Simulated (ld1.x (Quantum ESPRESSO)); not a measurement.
Transferability test, PAW potential for copper

- Element: copper (Cu)
- Generator: ld1.x (Quantum ESPRESSO) 7.5
- Type: PAW
- Functional: PBEsol
- Relativity: scalar-relativistic
- Frozen core: [Ar]
- Valence charge: 11
- Reference configuration: 3d10 4s1 4p0
- Partial waves: 4s (bound): rcut 1.85, rcutus 2.55 bohr; 4s channel at 0.15 Ry: rcut 1.85, rcutus 2.55 bohr; 4p (bound, empty): rcut 2.00, rcutus 2.60 bohr; 4p channel at 1.05 Ry: rcut 2.00, rcutus 2.60 bohr; 3d (bound): rcut 1.15, rcutus 1.25 bohr; 3d channel at 2.25 Ry: rcut 1.15, rcutus 1.25 bohr
- Local potential: all-electron potential smoothed inside 1.30 bohr (lloc = -1)
- Core correction: a·sin(br)/r model core, default radius (core density twice the valence density)
- Augmentation charge: BG, radius 1.30 bohr

Energies are relative to the spin-unpolarised reference configuration 3d10 4s1 4p0; without spin polarisation the order of configurations can differ from experiment. The frozen-core shift is the all-electron ΔE with the core orbitals held at their reference shape minus the fully relaxed ΔE.

Q: Give the all-electron excitation energy and the error of the potential for: 3d10 4s0 4p0; 3d9 4s0 4p0; 3d8 4s0 4p0; 3d9 4s2 4p0; 3d7 4s0 4p0; 3d9 4s1 4p0; 3d9 4s1 4p1.

A:

| valence configuration | charge | ΔE all-electron (eV) | error AE − PS (meV) | frozen-core shift (meV) |
| --- | --- | --- | --- | --- |
| 3d10 4s0 4p0 | +1 | 8.103 | +11 | +6.1 |
| 3d9 4s0 4p0 | +2 | 29.416 | -44 | +50 |
| 3d8 4s0 4p0 | +3 | 68.408 | -479 | +459 |
| 3d9 4s2 4p0 | 0 | 1.985 | -123 | +58 |
| 3d7 4s0 4p0 | +4 | 128.083 | -1759 | +1700 |
| 3d9 4s1 4p0 | +1 | 11.606 | -75 | +49 |
| 3d9 4s1 4p1 | 0 | 6.863 | -73 | +55 |

Levels in the configuration 3d8 4s0 4p0:

```json
{"level": "3d", "all-electron (eV)": "-48.881", "pseudo (eV)": "-49.648"}
```

Note: ghost state, extra bound levels that the all-electron valence spectrum of the same l lacks: s at -36.2 eV. A true bound ghost makes a file unfit for plane-wave use.
